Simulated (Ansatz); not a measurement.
Level of theory: frozen-core CCSD(T)/cc-pVTZ // B3LYP-D3(BJ)/def2-TZVP in Ansatz (a quantum-chemistry and plane-wave program).

Ansatz 0.2 input:
```yaml
crystal:
  periodic: [false, false, false]
  atoms:
    - { symbol: B, position_ang: [1.22653, -0.244196, -0.11017] }
    - { symbol: C, position_ang: [0.018836, 0.412208, -0.292824] }
    - { symbol: C, position_ang: [-1.252509, -0.18843, -0.15346] }
    - { symbol: N, position_ang: [-2.290624, -0.680856, -0.039136] }
    - { symbol: H, position_ang: [2.261116, -0.765854, 0.035758] }
    - { symbol: H, position_ang: [0.036647, 1.467126, -0.563494] }
basis:
  gaussian: { orbitals: cc-pVTZ }
correlation:
  method: ccsd_t
```

Output:

```
Functional definition: HF
862 factors; integrals over basis functions are off by at most 1.1e-3 eV
mean field evaluation 1: about -4241.3318 eV, gradient 3.6e1 eV
mean field evaluation 2: about -4241.3353 eV, gradient 3.6e1 eV
mean field evaluation 4: about -4245.1606 eV, gradient 5.4e0 eV
mean field evaluation 8: about -4245.2785 eV, gradient 5.7e-1 eV
mean field evaluation 16: about -4245.1567 eV, gradient 5.4e0 eV
mean field -4245.28109533 eV, -156.0112026987 hartree, gradient 4.8e-6 eV, S^2 0.000000; 0 other end points of the search recorded, 0 dependent functions left out
4 core orbitals not correlated
reference -4245.28109533 eV, -156.0112026987 hartree; 9, 9 occupied and 135, 135 virtual orbitals, 862 factors
second order -15.72195846 eV of doubles, -0.00000000 eV of singles
cycle   1  -15.53445493 eV  change    1.9e-1 eV  update   1.1e-1
cycle   2  -16.04592932 eV  change   -5.1e-1 eV  update   3.4e-2
cycle   3  -16.15855117 eV  change   -1.1e-1 eV  update   1.7e-2
cycle   4  -16.15403888 eV  change    4.5e-3 eV  update   4.7e-3
cycle   5  -16.15552822 eV  change   -1.5e-3 eV  update   2.4e-3
cycle   6  -16.15640410 eV  change   -8.8e-4 eV  update   6.8e-4
cycle   7  -16.15624304 eV  change    1.6e-4 eV  update   3.5e-4
cycle   8  -16.15621490 eV  change    2.8e-5 eV  update   1.3e-4
cycle   9  -16.15622981 eV  change   -1.5e-5 eV  update   4.8e-5
cycle  10  -16.15621801 eV  change    1.2e-5 eV  update   1.8e-5
perturbative correction -0.84633849 eV, -0.0311023657 hartree
Total energy: -4262.28365183 eV, -156.6360351253 hartree
```

Cost: very roughly 25 core-seconds.
